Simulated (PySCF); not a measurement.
**MO₂I₂ across group 16**

Level: PBE0, basis family def2-SVP, scalar-relativistic core potentials from Rb on and no relativity for lighter atoms.

Each entry is the lowest minimum that a search over a few typed start shapes (and spin states, where more than one is plausible) found, or that minimum re-optimised at the stated level; isomers with ligand–ligand bonds, or fragments after loss of a ligand pair, can lie lower. Open shells are unrestricted; no spin–orbit coupling; PySCF with density fitting.

```json
{"molecule": "SO₂I₂", "2S+1": "1", "point group": "C2v", "mean bond to the central atom (Å)": "1.972", "highest ω (cm⁻¹)": "1416", "lowest ω (cm⁻¹)": "82", "dipole (D)": "2.32", "distinct angles (°)": "103/107/123"}
{"molecule": "SeO₂I₂", "2S+1": "1", "point group": "C2v", "mean bond to the central atom (Å)": "2.089", "highest ω (cm⁻¹)": "1057", "lowest ω (cm⁻¹)": "71", "dipole (D)": "2.93", "distinct angles (°)": "103/108/121"}
{"molecule": "TeO₂I₂", "2S+1": "1", "point group": "C2v", "mean bond to the central atom (Å)": "2.265", "highest ω (cm⁻¹)": "882", "lowest ω (cm⁻¹)": "60", "dipole (D)": "3.20", "distinct angles (°)": "101/108/122"}
```

Left out of the table are members whose search was unfinished or whose lowest solution was spin-contaminated, unstable, very soft or bonded differently.
